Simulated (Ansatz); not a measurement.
The B1–H3 bond of ammonia borane (SMILES [BH3-][NH3+]) is stretched (multiplicity 1, the rest rigid).
Geometry at rest (charge 0, multiplicity 1):
```xyz
8

B     -0.920     0.132    -0.020
N      0.721    -0.103     0.015
H     -1.325    -0.622    -0.873
H     -1.062     1.299    -0.298
H     -1.299    -0.150     1.093
H      0.945    -1.067     0.244
H      1.158     0.494     0.711
H      1.137     0.110    -0.886
```

Frozen-core correlation.

Codes used: Ansatz (Gaussian orbitals). Each number belongs to the level named beside it.

Energies above the point at 1.208 Å (the B3LYP-D3(BJ) bond length), FIC-MRCISD+Q on CASSCF(2,2)/cc-pVTZ (kcal/mol): 4.57 at 1.087 Å; 2.84 at 1.329 Å; 106.35 at 3.866 Å.

**Question.** Take the last value as the depth D of a Morse curve D(1 − e^(−a(R − R₀)))², fit a and R₀ to the two near points, and test it at 1.631 and 2.114 Å.

**Answer.** 
With D = 106.4, both near points (counted from the curve's value at 1.208 Å) are met by a = 1.52 Å⁻¹ and R₀ = 1.212 Å, so k = 2Da² = 489 kcal/(mol Å²). The curve then gives 23.5 and 59.1 kcal/mol; the level itself gives 22.8 and 58.2, so Morse is off by 0.7 and 0.9.

Ansatz is a quantum-chemistry and plane-wave program.
